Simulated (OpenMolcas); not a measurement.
**Sc: effect of the IPEA shift**

```json
{"Program": "OpenMolcas", "Basis": "ANO-RCC-VTZP [6s5p3d2f1g]", "Scalar Hamiltonian": "DKH2, point nucleus", "Active space": "3 electrons in 6 orbitals (3d 4s)", "State averaging": "2S+1 = 2 even, 30 roots; 2S+1 = 4 even, 10 roots kept (CI in the orbitals of an earlier block)", "Spin-orbit coupling": "state interaction with AMFI integrals over the reference wave functions, term energies averaged over their components"}
```

Methods on the same reference wave functions:
A. CASSCF
B. MS-CASPT2, IPEA 0 Eh, imaginary shift 0.1 Eh (closed shells correlated: 3s 3p)
C. MS-CASPT2, IPEA 0.25 Eh, imaginary shift 0.1 Eh (closed shells correlated: 3s 3p)

Energies in eV above 3d 4s² ²D_3/2, the measured ground level; measured values from NIST Handbook of Basic Atomic Spectroscopic Data.

```
        Level       A       B       C  Measured
3d 4s² ²D_3/2  0.0000  0.0000  0.0000    0.0000
3d 4s² ²D_5/2  0.0166  0.0173  0.0173    0.0209
3d² 4s ⁴F_3/2  0.5518   1.175   1.160    1.4283
3d² 4s ⁴F_5/2  0.5576   1.181   1.166    1.4330
3d² 4s ⁴F_7/2  0.5657   1.189   1.174    1.4395
3d² 4s ⁴F_9/2  0.5761   1.200   1.184    1.4478
3d² 4s ²F_5/2  1.4665   1.499   1.611    1.8506
3d² 4s ²F_7/2  1.4827   1.516   1.628    1.8650
3d² 4s ⁴P_1/2  1.6446   1.977   1.981          
3d² 4s ⁴P_3/2  1.6481   1.980   1.984          
3d² 4s ⁴P_5/2  1.6534   1.987   1.991          
3d² 4s ²D_3/2  1.8113   1.741   1.847          
3d² 4s ²D_5/2  1.8129   1.741   1.847          
3d² 4s ²G_7/2  2.2424   2.369   2.397          
3d² 4s ²G_9/2  2.2424   2.369   2.397          
3d² 4s ²P_1/2  2.4518   2.179   2.319          
3d² 4s ²P_3/2  2.4589   2.187   2.326          
3d² 4s ²S_1/2  4.2827   3.225   3.555
```

Deviations, from unrounded energies. A percentage is the sum of absolute deviations over the sum of measured energies, with the sign that they share, or ± where signs differ.

| Against measurement | Levels | A | B | C |
| --- | --- | --- | --- | --- |
| mean absolute deviation (cm-1) | 7 | 4900 | 2000 | 1800 |
| fine structure of the ground term (%) | 1 | -20.6 | -17.0 | -17.1 |
| other configurations (%) | 6 | -45.1 | -18.0 | -16.3 |

C lies closest to measurement on these levels and A furthest from it. The largest miss of C in the table is 3d² 4s ⁴F_3/2, by -2200 cm-1. The ranking rests on the paired levels alone, and a cruder setting can come out closer through cancelling errors.

Between B and C the level of the table that moves most is 3d² 4s ²S_1/2, by 2700 cm-1 (lowest in B, highest in C). Moves below CASPT2's spread within the term are not significant.

The mean deviations of B to C differ by less than CASPT2's widest spread within a term (2500 cm-1), so their order carries little weight.

The lowest spin-free term lies below A's lowest term by 0.348 hartree in B, 0.339 hartree in C.

CASPT2 breaks the degeneracy within a term, and the mean is taken; among the terms shown or strongly mixed into the levels shown the widest spread is 2500 cm-1 (3d² 4s ²F, B). Over all roots computed the reference weight is 0.83 to 0.92 in B, 0.85 to 0.93 in C; the roots of lowest weight are the least certain, and an intruder state may touch them. Terms from blocks run as CI alone lack orbitals of their own. A single d shell beside an s shell can misplace configurations of different d count against each other. The CASPT2 spread within a term exceeds the gap to the next term for 3d² 4s ²F and 3d² 4s ²D, so the order of their levels is uncertain, and so are names and mixing where such terms share a J (figures for B; the like holds for C). Without dynamic correlation excited terms often stand tens of per cent too high (terms of higher spin than the ground term too low), and those without a measured partner can miss by more than the paired ones (holds for A). Measured partners are found by configuration, term and J. A level has none where our copy of the source lacks it or the pairing is in doubt (some pairs that miss far off the trend of their configuration count as doubtful), and it then counts in no deviation. Levels of configurations outside the active space are missing.
